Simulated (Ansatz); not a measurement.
C7H17BO⁺, that is BEt2(OiPr) with one electron fewer. Total charge 1; doublet. Geometry PBE-D4/def2-SVP; atoms count from 1.

| atom | x (Å) | y (Å) | z (Å) |
| --- | --- | --- | --- |
| B1 | -0.5141 | 0.1590 | 0.5216 |
| C2 | -0.8392 | 0.8624 | 1.9589 |
| C3 | -0.4626 | 0.1167 | 3.2171 |
| H4 | -1.9361 | 1.0442 | 1.8828 |
| H5 | -0.2998 | 1.8300 | 1.8494 |
| H6 | -0.7068 | 0.7504 | 4.1013 |
| H7 | -1.0293 | -0.8260 | 3.3530 |
| H8 | 0.6243 | -0.0919 | 3.2817 |
| C9 | -0.9269 | -1.4480 | 0.4608 |
| C10 | 0.2971 | -2.2951 | 0.7312 |
| H11 | -1.3010 | -1.5226 | -0.5870 |
| H12 | -1.7526 | -1.6280 | 1.1745 |
| H13 | 0.0014 | -3.3689 | 0.6403 |
| H14 | 1.1209 | -2.1228 | 0.0115 |
| H15 | 0.6827 | -2.1801 | 1.7649 |
| O16 | 0.0171 | 0.7831 | -0.4903 |
| C17 | 0.3872 | 0.5780 | -1.8965 |
| C18 | 1.8964 | 0.6859 | -2.0138 |
| C19 | -0.3967 | 1.5630 | -2.7447 |
| H20 | 0.0569 | -0.4656 | -2.1195 |
| H21 | 2.2407 | 1.7074 | -1.7574 |
| H22 | 2.1950 | 0.4773 | -3.0598 |
| H23 | 2.4122 | -0.0432 | -1.3590 |
| H24 | -1.4884 | 1.4474 | -2.6023 |
| H25 | -0.1090 | 2.6060 | -2.5054 |
| H26 | -0.1693 | 1.3816 | -3.8133 |

Estimate the Mulliken populations from the PBE0/def2-TZVP orbitals of Ansatz.


```json
{"atom": "B1", "charge (e)": "0.19", "spin (α − β)": "0.08"}
{"atom": "C2", "charge (e)": "-0.23", "spin (α − β)": "0.24"}
{"atom": "C3", "charge (e)": "-0.39", "spin (α − β)": "0.00"}
{"atom": "H4", "charge (e)": "0.19", "spin (α − β)": "0.00"}
{"atom": "H5", "charge (e)": "0.19", "spin (α − β)": "0.03"}
{"atom": "H6", "charge (e)": "0.19", "spin (α − β)": "0.03"}
{"atom": "H7", "charge (e)": "0.16", "spin (α − β)": "0.00"}
{"atom": "H8", "charge (e)": "0.17", "spin (α − β)": "0.00"}
{"atom": "C9", "charge (e)": "-0.26", "spin (α − β)": "0.32"}
{"atom": "C10", "charge (e)": "-0.37", "spin (α − β)": "0.01"}
{"atom": "H11", "charge (e)": "0.18", "spin (α − β)": "0.02"}
{"atom": "H12", "charge (e)": "0.18", "spin (α − β)": "-0.01"}
{"atom": "H13", "charge (e)": "0.20", "spin (α − β)": "0.05"}
{"atom": "H14", "charge (e)": "0.16", "spin (α − β)": "0.00"}
{"atom": "H15", "charge (e)": "0.17", "spin (α − β)": "0.01"}
{"atom": "O16", "charge (e)": "-0.07", "spin (α − β)": "0.17"}
{"atom": "C17", "charge (e)": "-0.01", "spin (α − β)": "0.01"}
{"atom": "C18", "charge (e)": "-0.35", "spin (α − β)": "0.00"}
{"atom": "C19", "charge (e)": "-0.35", "spin (α − β)": "0.00"}
{"atom": "H20", "charge (e)": "0.11", "spin (α − β)": "0.02"}
{"atom": "H21", "charge (e)": "0.16", "spin (α − β)": "0.00"}
{"atom": "H22", "charge (e)": "0.17", "spin (α − β)": "0.00"}
{"atom": "H23", "charge (e)": "0.14", "spin (α − β)": "0.00"}
{"atom": "H24", "charge (e)": "0.15", "spin (α − β)": "0.00"}
{"atom": "H25", "charge (e)": "0.15", "spin (α − β)": "0.00"}
{"atom": "H26", "charge (e)": "0.17", "spin (α − β)": "0.00"}
```
Mulliken values and Mayer orders depend strongly on the basis.

Where does the spin sit?

Summed by element: B 0.08, C 0.59, H 0.16, O 0.17, of 1 unpaired in all. Largest on single atoms: C9 0.32, C2 0.24, O16 0.17.

And the Mayer bond orders between bonded heavy atoms (over 0.3)?

B1–C2 0.89 (1.63 Å); B1–C9 0.77 (1.66 Å); B1–O16 1.62 (1.30 Å); C2–C3 1.02 (1.51 Å); C9–C10 1.01 (1.51 Å); O16–C17 0.77 (1.47 Å); C17–C18 1.03 (1.52 Å); C17–C19 1.03 (1.52 Å).
